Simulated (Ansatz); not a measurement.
# Molecular dynamics of AlCl$_{2}$H$_{4}$N

input.yaml

```yaml
crystal:
  periodic: [false, false, false]
  atoms:
    - { symbol: Al, position_ang: [0.056842, -0.417635, -0.050365] }
    - { symbol: H, position_ang: [-0.155276, 0.068528, 1.666411] }
    - { symbol: Cl, position_ang: [1.921698, 0.291789, -0.706948] }
    - { symbol: Cl, position_ang: [-1.710248, 0.042047, -1.08846] }
    - { symbol: "N", position_ang: [0.083685, -2.080154, 0.806175] }
    - { symbol: H, position_ang: [-0.694878, -2.733853, 0.742557] }
    - { symbol: H, position_ang: [0.954954, -2.594757, 0.924621] }
    - { symbol: H, position_ang: [-0.088776, -0.922066, 1.658708] }
basis:
  gaussian: { orbitals: def2-SVP }
hamiltonian:
  xc: pbe0
  dispersion: d4
md:
  timestep: 0.5
  n_steps: 200
  ensemble: nve
  temperature: 300.0
  initial_velocities: maxwell_boltzmann
  seed: 5336
```

Command:

```bash
$ ansatz run input.yaml --threads 2 --pin off --max-ram 3072MiB --backend cpu --events-out ev --progress --plain --runs-dir out
```

It starts at the highest image of a converged band, a first-order saddle point between two minima.

Output, in part (step lines, the closing report, with atoms numbered from 0):

```
md step     0: t =     0.00 fs  T =   300.0 K  F+E_penalty+E_count = -33177.02520180 eV  E_kin = 0.232668 eV  conserved = -33176.79253380 eV  (24 SCF iters)
md step     1: t =     0.50 fs  T =   293.6 K  F+E_penalty+E_count = -33177.02014868 eV  E_kin = 0.227733 eV  conserved = -33176.79241553 eV  (28 SCF iters)
md step     2: t =     1.00 fs  T =   277.9 K  F+E_penalty+E_count = -33177.00764373 eV  E_kin = 0.215546 eV  conserved = -33176.79209728 eV  (28 SCF iters)
md step     3: t =     1.50 fs  T =   258.9 K  F+E_penalty+E_count = -33176.99254427 eV  E_kin = 0.200816 eV  conserved = -33176.79172837 eV  (28 SCF iters)
md step     4: t =     2.00 fs  T =   243.6 K  F+E_penalty+E_count = -33176.98041903 eV  E_kin = 0.188899 eV  conserved = -33176.79152045 eV  (23 SCF iters)
md step     5: t =     2.50 fs  T =   235.7 K  F+E_penalty+E_count = -33176.97440561 eV  E_kin = 0.182809 eV  conserved = -33176.79159618 eV  (23 SCF iters)
md step     6: t =     3.00 fs  T =   234.1 K  F+E_penalty+E_count = -33176.97341336 eV  E_kin = 0.181525 eV  conserved = -33176.79188853 eV  (28 SCF iters)
md step     7: t =     3.50 fs  T =   233.2 K  F+E_penalty+E_count = -33176.97309739 eV  E_kin = 0.180899 eV  conserved = -33176.79219827 eV  (28 SCF iters)
[... lines left out ...]
Total energy: -33177.58207405 eV, -1219.2536526485 hartree
Atom 0 at     0.041766     0.065086     0.265094 Å, force    -1.028937     0.070410     0.338800 eV/Å
Atom 1 at    -0.037762     1.056627     1.361837 Å, force    -0.216878     0.816655     1.498926 eV/Å
Atom 2 at     1.756895     0.047255    -0.768038 Å, force     3.043537     0.346374    -1.574629 eV/Å
Atom 3 at    -1.521661    -0.186547    -1.047455 Å, force    -1.959766     0.406631    -1.325186 eV/Å
Atom 4 at     0.030652    -1.861243     0.433553 Å, force     5.298819    -0.708868    -0.540182 eV/Å
Atom 5 at     0.563063    -2.056872    -0.508233 Å, force    -1.727968     0.294224     1.961761 eV/Å
Atom 6 at     0.669629    -2.307961     1.128646 Å, force    -0.924472     0.207762    -0.291078 eV/Å
Atom 7 at    -0.874865    -2.197794     0.450292 Å, force    -2.484336    -1.433189    -0.068411 eV/Å
Dipole moment:     0.065390    -1.038713     0.538685 e Å
```

The steps, from the saved trajectory:

```csv
time (fs),T (K),potential energy less start (eV),conserved less start (meV/atom)
0,300,0.000,0.00
3,234,0.052,0.08
6,151,0.116,0.12
9,185,0.089,0.02
12,167,0.104,0.10
15,167,0.104,0.10
18,246,0.042,0.06
21,458,-0.122,0.14
24,711,-0.319,0.05
27,1163,-0.673,-0.38
30,1007,-0.546,0.22
33,1429,-0.879,-0.42
36,1439,-0.886,-0.30
39,1168,-0.672,0.20
42,1315,-0.790,-0.36
45,1286,-0.766,-0.14
48,1078,-0.602,0.20
51,1309,-0.785,-0.30
54,1152,-0.659,0.25
57,1171,-0.675,0.02
60,1116,-0.633,-0.12
63,870,-0.439,0.37
66,1029,-0.566,-0.06
69,1031,-0.568,-0.06
72,839,-0.416,0.24
75,1006,-0.549,-0.15
78,1149,-0.658,-0.04
81,1131,-0.644,0.10
84,1379,-0.839,-0.23
87,1502,-0.933,-0.10
90,1475,-0.912,-0.08
93,1438,-0.884,-0.14
96,1503,-0.934,-0.16
99,1207,-0.705,-0.13
```

The run went to its last step. The conserved energy stayed within 0.52 meV per atom of its start (net change 0.1 meV per atom), so the integration is sound. The kinetic energy rose, since the run started high on the potential surface and went downhill. A run of 0.1 ps of so small a system gives no equilibrium averages. The orbitals stay closed-shell, which can raise the energy where a bond breaks towards radicals; this wasn't checked here.

Between its relaxed ends the band would form H2–H8 and break Al1–H2, N5–H8. These pairs go: H2–H8 0.99 → 3.48 Å, Al1–H2 1.80 → 1.48 Å, N5–H8 1.45 → 0.97 Å. In the last frame they stand as before the step (other bonds may differ from the relaxed reactants and products). Also parted: Al1–H8 1.79 → 2.45 Å. It ends as one piece, AlCl2H4N. Pairs count as bonded within 1.25 times the sum of covalent radii (0.12 Å more for H–H).

Last frame:

```xyz
8
Properties=species:S:1:pos:R:3
Al 0.042 0.065 0.265
H -0.038 1.057 1.362
Cl 1.757 0.047 -0.768
Cl -1.522 -0.186 -1.048
N 0.031 -1.861 0.434
H 0.563 -2.057 -0.508
H 0.670 -2.308 1.129
H -0.875 -2.198 0.450
```

The run took 6.9 min on 2 threads of Arm Neoverse V1, with other jobs on the host, peak memory 0.18 GiB.
